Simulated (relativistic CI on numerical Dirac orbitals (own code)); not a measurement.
## One change at a time: Tb24+

Base calculation: Dirac-Coulomb-Breit CI, orbitals from a KLI potential per configuration, model QED (radiative potential, 1s self-energy scaled to tabulated hydrogen-like ionisation energies), unscaled Slater integrals.

Configurations in the expansion (outside the closed core [Ar] 3d10): 4s2.4p6.4d5, 4s2.4p5.4d6, 4s2.4p6.4d4.4f, 4s.4p6.4d5.4f, 4p6.4d7, 4p5.4d8, 4s2.4p6.4d3.5s2, 4s2.4p6.4d2.4f.5s2, 4s.4p6.4d3.4f.5s2. Double excitations out of closed p, d and f shells are left out; levels of such configurations are missing from the list, as are those of other unlisted configurations, and high levels can miss mixing partners.

Variants: (1) P86 correlation estimate; (2) only the first configuration; (3) one mean potential for all configurations. Shifts of the energy above 4s2.4p6.4d5 6S_5/2, in cm⁻¹, for the lowest level and the first level of each name with at least 55 % of one term (blank where a level changes its place among those of its configuration and J or its character, or is not in the variant):

| Level | Base | Δ(1) | Δ(2) | Δ(3) |
| --- | --- | --- | --- | --- |
| 4s2.4p6.4d5 6S_5/2 | 0 | 0 | 0 | 0 |
| 4s2.4p6.4d5 4G_9/2 | 91491 | 0 | -88 | -9 |
| 4s2.4p6.4d5 4P_1/2 | 99402 | 0 | +110 | -10 |
| 4s2.4p6.4d5 2I_11/2 | 137367 | 0 | -260 | -7 |
| 4s2.4p6.4d5 4D_1/2 | 146023 | 0 | -163 | -7 |
| 4s2.4p6.4d5 2I_13/2 | 151657 | 0 | -298 | -9 |
| 4s2.4p6.4d5 2G_7/2 | 180009 | 0 | -277 | -15 |
| 4s2.4p6.4d5 2S_1/2 | 201705 | 0 | -23 | -20 |
| 4s2.4p6.4d5 2H_11/2 | 227154 | 0 | +142 | -10 |
| 4s2.4p6.4d5 2P_3/2 | 267092 | 0 | +520 | -35 |
| 4s2.4p6.4d5 2P_1/2 | 302112 | 0 | +262 | -30 |
| 4s2.4p5.4d6 6F°_11/2 | 1023646 | +1212 |  | -237 |
| 4s2.4p5.4d6 6F°_9/2 | 1077774 | +1207 |  | -242 |
| 4s2.4p5.4d6 4H°_13/2 | 1104548 | +1202 |  | -250 |
| 4s2.4p5.4d6 4I°_15/2 | 1135214 | +1207 |  | -245 |

At this charge energies of transitions that change n are usually good to better than 1 %, and those within a shell (Δn = 0) to a few per cent. Terms inside the open d or f shell come out 10 to 20 % too wide with unscaled integrals.

Ionisation energy from the two ground configurations alone: base 815.673 eV; P86 correlation estimate 817.612 eV. The NIST ASD value (theoretical) is 816 eV.

LS names give the leading component of a level, which can be under half, so a name can repeat, a term be missing and a line seem to break the LS rules.
